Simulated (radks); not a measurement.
Values are calculated unless marked as measured or tabulated.
Numerical settings for neutral iridium, [Xe] 4f14 5d7 6s2. Code: a radial shooting solver on a logarithmic mesh with Libxc functionals. Model: Dirac Kohn-Sham, PBE, spin-unpolarised, spherical densities, point nucleus; open shells fill j = l - 1/2 first. The defaults (mesh step 0.008 in ln r, mesh end at 40 bohr or more with all orbitals vanishing there, Anderson mixing 0.5 over 9 steps, residual threshold near 1e-9 with the energy settled to 1e-9 hartree or 1e-11 of itself, here a cap of 51 iterations) give E = -17858.082 hartree and 6s1/2 at -6.295 eV in 15 iterations. Run on one thread of a shared host, so times are rough (Arm Neoverse N1): 0.25 s of CPU time, 0.25 s wall, 15 iterations on 2728 mesh points. Changes against that run (0 stands for a change within the tolerance of the run):

setting	iterations	converged	E (mhartree)	e(6s1/2) (meV)	CPU (s)
mesh step in ln r 0.02	15	yes	0	0	0.12
mesh step in ln r 0.012	15	yes	0	0	0.18
mesh step in ln r 0.05	15	yes	+0.0586	+0.00713	0.06
mesh end (bohr) 20	15	yes	0	0	0.24
mesh end (bohr) 5	14	yes	+111	+2.42e+03	0.22
residual threshold 0.1	10	yes	0	+0.235	0.2
residual threshold 1e-13	21	yes	0	0	0.31
mixing 0.2	18	yes	0	0	0.3
linear mixing, mixing 1	51	no	+3.95e+05	-8.85e+05	3.1
linear mixing, mixing 0.05	51	no	+1.29	-296	0.71
mixing history 2	24	yes	0	0	0.34
iteration cap 2	2	no	+1.02e+03	-6.1e+03	0.05

Settings that end as converged yet miss the energy by more than 1 mhartree: mesh end (bohr) 5 (+0.111 hartree). A mesh that ends early acts as a hard wall.
